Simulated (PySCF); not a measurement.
Planning an EPR job on `C/C=C/C=C\S([O])(=O)=O` [radical].

Method: UKS B3LYP, pcH-1 on C H O S, non-relativistic, mean-field spin-orbit, GIAO (PySCF 2.14.0). Geometry: GFN2-xTB. Work: unrestricted SCF, g, hyperfine, density and orbital grids written, density fitting. A driver script takes a list of jobs; this job's settings line and coordinates (Å) are shown.

Command:
```bash
OMP_NUM_THREADS=1 python probes_run.py task.json out
```

Input:
```
{"job": {"kind": "epr", "basis": "pcH-1"}, "charge": 0, "multiplicity": 2}
C     -2.648652     0.700070    -0.448530
C     -1.632450    -0.365594    -0.304136
C     -0.392497    -0.158369     0.166079
C      0.594328    -1.189114     0.273544
C      1.864514    -0.999841     0.593106
S      2.478368     0.720341     0.885226
O      1.904239     1.566079    -0.125007
O      3.905303     0.578602     0.891392
O      1.814016     0.726396     2.187717
H     -3.501185     0.489110     0.198798
H     -2.238031     1.672288    -0.192617
H     -3.025851     0.723261    -1.470839
H     -1.939995    -1.360385    -0.605398
H     -0.079638     0.821417     0.493957
H      0.269767    -2.200434     0.032157
H      2.620163    -1.714882     0.849332
```

Hardware: one thread of an Arm Neoverse V2, no GPU, shared host with 96 logical CPUs at a one-minute load of 67. PySCF's memory limit was set to 1600 MB.

Task: How large is the basis?

Result: 305 functions.

Task: What wall time should be expected on this hardware?

Result: About 1.9 min. CPU seconds by part: SCF 46, spin–orbit mean field 3.3, g tensor 35, hyperfine 20.

Task: Estimate the peak memory.

Result: About 1.1 GiB. Peak memory is the resident size of the whole Python process, interpreter and libraries included.

Task: At this speed, how long would 1000 such jobs take on 8 cores, one job a core?

Result: 1000/8 gives 125 rounds of 1.9 min, about 4.0 h of wall time and 32 core-hours, if the jobs don't slow each other.

Times come from a shared host and carry two figures at best.

The run converged: ⟨S²⟩ 0.764; g_iso 2.0064.
